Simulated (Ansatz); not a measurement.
The same path of CH3Cl2FHf (8 atoms, charge 0, multiplicity 1) was run 3 times with different band settings.

All numbers below come from RKS PBE/def2-SVP (Ansatz 0.2.0).

Relaxed end points:

```xyz
8
Properties=species:S:1:pos:R:3
Hf 0.315 0.136 -0.979
F 1.514 1.619 -0.923
C -0.300 -0.085 1.111
H 0.582 -0.264 1.765
Cl -1.675 0.591 -2.160
Cl 1.375 -1.898 -1.526
H -0.809 0.837 1.472
H -1.002 -0.937 1.241
```

```xyz
8
Properties=species:S:1:pos:R:3
Hf 0.322 0.129 -0.969
F 1.739 1.407 -0.914
C -0.301 -0.083 1.127
H 0.393 0.451 1.813
Cl -1.569 0.923 -2.133
Cl 1.060 -2.007 -1.644
H -1.321 0.332 1.287
H -0.323 -1.153 1.432
```

Common settings: spring 5.0 eV/Å²; optimiser quadratic models (default); start path through a guess of the saddle point; iteration limit 60; end points relaxed.

| run | movable images | climbing image | force threshold |
| --- | --- | --- | --- |
| 1 | 9 | yes | 0.05 eV/Å |
| 2 | 1 | no | 0.05 eV/Å |
| 3 | 9 | yes | 0.2 eV/Å |

(1) What does each run give, and how far can it be trusted?

## Answers

(1) Run 1: converged after 14 iterations, highest image 0.049 eV above the first end. The highest image is an end point: on this band no image between the ends rises above it.
Run 2: converged after 14 iterations, highest image 0.049 eV above the first end. The highest image is an end point: on this band no image between the ends rises above it. So few images can step over the top or miss a turn of the path.
Run 3: converged after 13 iterations, highest image 0.049 eV above the first end. The highest image is an end point: on this band no image between the ends rises above it.
